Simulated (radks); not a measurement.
Values are calculated unless marked as measured or tabulated.
Question: All-electron atom: In+ in [Kr] 4d10 5s2. Code: a radial shooting solver on a logarithmic mesh with Libxc functionals. Model: scalar-relativistic Kohn-Sham, PBE, spin-polarised, spherical densities, finite nucleus; Fermi nuclear charge, rms radius 4.6156 fm. Some entries of the table are withheld. Estimate them.

orbital  occ.  eigenvalue (hartree)  <r> (bohr)  <r^2> (bohr^2)
1s          2             -1020.171         (1)        0.001195
2s          2             -152.9845         (2)         0.01947
2p          6             -137.3437      0.1122         0.01536
3s          2             -29.25231      0.3486          0.1390
3p          6             -24.12964         (3)          0.1399
3d         10             -16.17615      0.3243             (4)
4s          2              -4.67147      0.8481          0.8144
4p          6              -3.14573      0.9219             (5)
4d         10              -0.95819       1.178           1.665
5s          2              -0.54848       2.482             (6)

Answer: 
(1) 1s <r> (bohr): 0.02971
(2) 2s <r> (bohr): 0.1285
(3) 3p <r> (bohr): 0.3471
(4) 3d <r^2> (bohr^2): 0.1250
(5) 4p <r^2> (bohr^2): 0.9726
(6) 5s <r^2> (bohr^2): 7.006
